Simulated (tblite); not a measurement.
Species: C5H12OSi2.
Structure used (GFN2-xTB), in Å, numbered top down from 1:
```
atom  x, y, z in Å
Si1    2.4857    0.7063    0.7549
C2     0.5953    0.7397    0.9539
C3    -0.1204   -0.5870    0.6582
C4    -1.5908   -0.4016    0.9197
C5    -2.4722    0.0246    0.0273
O6    -2.2143    0.3151   -1.2700
Si7   -0.7842    0.0144   -2.0095
C8     0.1353   -1.0858   -0.7678
H9     2.8784    0.7455   -0.6563
H10    3.0203   -0.5091    1.3757
H11    3.0374    1.8827    1.4311
H12    0.1722    1.5178    0.3154
H13    0.3551    1.0279    1.9813
H14    0.2610   -1.3358    1.3648
H15   -1.9337   -0.5763    1.9278
H16   -3.5161    0.1739    0.2735
H17   -1.1456   -0.6857   -3.2369
H18   -0.1221    1.2962   -2.2535
H19    1.2069   -1.1473   -0.9473
H20   -0.2533   -2.1048   -0.8455
```

Level: GFN2-xTB in tblite, geometry and Hessian alike; calculated harmonic values, unscaled, isolated species. Against measured fundamentals such values can be off by several per cent, at times by over 20. Modes of hydrogen on silicon can be 10 to 20 % off. One conformer, not necessarily the lowest.

Harmonic wavenumbers (cm⁻¹): 48.9, 81.7, 117.8, 164.4, 208.9, 249.5, 313.9, 372.4, 446.0, 489.7, 513.3, 516.3, 552.4, 587.5, 667.4, 724.0, 733.4, 748.3, 777.0, 779.1, 785.0, 794.9, 803.2, 810.7, 831.5, 845.7, 872.6, 906.7, 1007.3, 1077.6, 1110.0, 1143.3, 1175.7, 1226.5, 1250.8, 1276.0, 1315.1, 1327.1, 1348.5, 1477.6, 1479.0, 1710.2, 2244.9, 2249.0, 2257.6, 2259.7, 2308.1, 2892.9, 2950.7, 2956.4, 2976.4, 3008.5, 3039.5, 3089.8.

A = 2510, B = 937.2, C = 790.2 MHz; mass 144.043 u (most abundant isotopes); point group C1, symmetry number 1.

Zero-point energy?

½Σν̃ = 32950 cm⁻¹ = 94.21 kcal/mol.

Give the ideal-gas entropy at 400 K and 1 bar in the rigid-rotor, harmonic-oscillator model (classical rotation).

Translation 42.29, rotation 30.41, vibration 39.50: S = 112.2 cal/(mol K).

And Cp and H(400 K) − H(0)?

Cp = 53.38 cal/(mol K), of which vibrations give 45.43 (their classical limit is 54 R = 107.3); H(400 K) − H(0) = 11.84 kcal/mol without the zero-point energy, 8.66 from vibrations.

Which modes carry the vibrational entropy at 400 K?

48.9 cm⁻¹: 5.44; 81.7 cm⁻¹: 4.43; 117.8 cm⁻¹: 3.71; 164.4 cm⁻¹: 3.06; 208.9 cm⁻¹: 2.60; 249.5 cm⁻¹: 2.27 cal/(mol K); the other 48 give 17.99 together.

What must be added to the electronic energy to get the Gibbs energy at 400 K and 1 bar?

ZPE + [H(400 K) − H(0)] − T·S = 94.21 + 11.84 − 44.88 = 61.17 kcal/mol.

Hindered rotation and anharmonicity are outside this model. Other conformers, if any are populated, would add a mixing term that is left out. The structure is chiral; the term R ln 2 for an equal mix with its mirror image is left out.

Time: 1.5 s wall. Hardware: Arm Neoverse N1, one thread (shared host). This covers the Hessian and the dipole derivatives.
